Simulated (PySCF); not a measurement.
An unknown gives this computed stick spectrum. Computed with TDDFT PBE0/def2-SVPD, vertical, gas phase, core orbitals frozen in the response (PySCF). Geometries: GFN2-xTB, one conformer each.

| state | E (eV) | f | main configurations (H = HOMO, L = LUMO) |
| --- | --- | --- | --- |
| S1 | 6.27 | 0.181 | H→L (95%) |
| S2 | 6.54 | 0.0066 | H→L+1 (97%) |
| S3 | 6.78 | 0.0009 | H→L+2 (92%) |
| S4 | 7.33 | 0.0034 | H→L+3 (95%) |
| S5 | 7.68 | 0.0020 | H→L+4 (68%), H-1→L (27%) |
| S6 | 7.71 | 0.0001 | H-1→L (72%), H→L+4 (26%) |

Triplets computed (Tamm–Dancoff): 4.08, 6.47 eV.

Orbital energies (eV): HOMO-3 -10.89, HOMO-2 -10.27, HOMO-1 -9.37, HOMO -6.97, LUMO -0.01, LUMO+1 0.71, LUMO+2 1.07.

Problem. Which candidate is it? All have the formula C5H6F2O.
A. `C=C[C@@H](F)[C@@H]1O[C@@H]1F`
B. `C/C(F)=C(\C)C(=O)F`
C. `CC1=COCC1(F)F`

Solution. C. Its S1 lies at 6.27 eV; the nearest of the others has S1 at 5.30 eV. S1 is HOMO→LUMO (95%). Löwdin shares by element: HOMO carbon 56% or more, oxygen 27% (atoms not listed hold the other 17%); LUMO carbon 58% or more, oxygen 10%, hydrogen 8% or more (atoms not listed hold the other 25%). At the same level the other candidates give, for their lowest levels:
- `C/C(F)=C(\C)C(=O)F`: 5.30 eV (f 0.000); 5.76 eV (f 0.388); 6.95 eV (f 0.001); 7.18 eV (f 0.002); 7.94 eV (f 0.000); T1 3.46 eV; HOMO -7.89, LUMO -1.76 eV
- `C=C[C@@H](F)[C@@H]1O[C@@H]1F`: 7.39 eV (f 0.300); 7.59 eV (f 0.028); 7.70 eV (f 0.109); 8.00 eV (f 0.014); 8.08 eV (f 0.072); T1 4.48 eV; HOMO -8.03, LUMO -0.19 eV
